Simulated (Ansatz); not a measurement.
Consider the hydrogenolysis of a B–O bond: `FCOBO[SiH3]` + H₂ → `BO[SiH3]` + `OCF`.

Gas-phase electronic energies from Ansatz, PBE0-D4/def2-TZVP geometries. CCSD(T)/CBS adds triple-zeta CCSD(T) − MP2 to the extrapolated MP2 energy (def2 sets, frozen cores). This one scheme is used for every species. Functionals use def2-TZVPP. HSE06 is defined as in plane-wave codes. Each species was taken in one conformer, which may not be the lowest.

(1) Is it downhill or uphill in electronic energy at CCSD(T)/CBS, and by how much? (Best estimate.)

(2) What do these levels give: B97M-V, HSE06-D4, CAM-B3LYP-D4, PBE-QIDH, revPBE, BHLYP, MP2/def2-SVP, CCSD(T)/def2-SVP, HF/def2-TZVPP, MP2/def2-TZVPP, SCS-MP2/def2-QZVPP, HF/CBS(def2)? (Estimate.)

Largest T1 diagnostic among the species: 0.013.

Answers

(1) Computed: Uphill: ΔE = +1.22 eV.

(2) Computed: B97M-V 1.27, HSE06-D4 1.20, CAM-B3LYP-D4 1.24, PBE-QIDH 1.20, revPBE 1.09, BHLYP 1.16, MP2/def2-SVP 1.36, CCSD(T)/def2-SVP 1.32, HF/def2-TZVPP 1.10, MP2/def2-TZVPP 1.26, SCS-MP2/def2-QZVPP 1.21, HF/CBS(def2) 1.10 eV.

At CCSD(T), def2-SVP lies +0.10 eV from the extrapolated value and def2-TZVPP +0.00 eV. Leaving LDA and LC-ωPBE aside and taking each functional with its dispersion term where it has one, the values, not all of them listed here, spread over 0.09 eV, from B2PLYP to r2SCAN-D4. LDA lies +0.16 eV from PBE without D4. The D4 term adds +0.09 eV with B3LYP and +0.05 eV with PBE0; it sums over pairs of atoms, weighted by their polarisabilities, and B3LYP, whose exchange is more repulsive, gets the larger term.

B3LYP here is the variant with VWN-RPA as its local correlation; programs differ in this.
